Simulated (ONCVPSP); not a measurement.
## Configuration tests for Lu (Z = 71) (ONCV)

- Element: Lu
- Generator: ONCVPSP 4.0.1
- Type: optimised norm-conserving Vanderbilt (ONCV)
- Functional: PBE
- Relativity: scalar-relativistic
- Frozen core: [Kr] 4d10
- Valence charge: 25
- Reference configuration: 4f14 5s2 5p6 5d1 6s1.5 6p0.5
- Partial waves: 5s+6s: rc 1.70 bohr, ncon 4, nbas 8, qcut 8.6 1/bohr, 2 projectors; 5p+6p: rc 2.20 bohr, ncon 4, nbas 8, qcut 5.8 1/bohr, 2 projectors; 5d: rc 2.10 bohr, ncon 4, nbas 8, qcut 3.9 1/bohr, 2 projectors, debl 3.4 Ha; 4f: rc 0.85 bohr, ncon 4, nbas 9, qcut 24.1 1/bohr, local
- Local potential: the f channel
- Core correction: Teter function, fcfact 3, rcfact 1.7

Energies are relative to the spin-unpolarised reference configuration 4f14 5s2 5p6 5d1 6s1.5 6p0.5; without spin polarisation the order of configurations can differ from experiment.

```csv
valence configuration,charge,ΔE all-electron (eV),error AE − PS (meV)
4f14 5s2 5p6 5d1 6s1 6p0,+1,5.683,-2.1
4f13 5s2 5p6 5d2 6s2 6p0,0,9.242,-122
```

Question: What are ΔE and the potential's error for 4f14 5s2 5p6 5d1 6s0 6p0?

Answer: ΔE = 18.962 eV all-electron; the error (AE − PS) is -7.4 meV.

Question: What are ΔE and the potential's error for 4f14 5s2 5p6 5d1 6s2 6p0?

Answer: ΔE = -1.684 eV all-electron; the error (AE − PS) is +0.4 meV.

Levels in the configuration 4f14 5s2 5p6 5d1 6s1 6p0:

```
level  all-electron (eV)  pseudo (eV)
   4f            -16.330      -16.341
   5s            -67.773      -67.778
   5p            -38.377      -38.379
   5d             -7.870       -7.869
   6s            -10.211      -10.211
```

Note: ghosts flagged at negative energy: s at -1429.2 eV, p at -609.3 eV, d at -628.2 eV; GHOST(+) flagged for s at 54.6 eV. A true bound ghost makes a file unfit for plane-wave use.
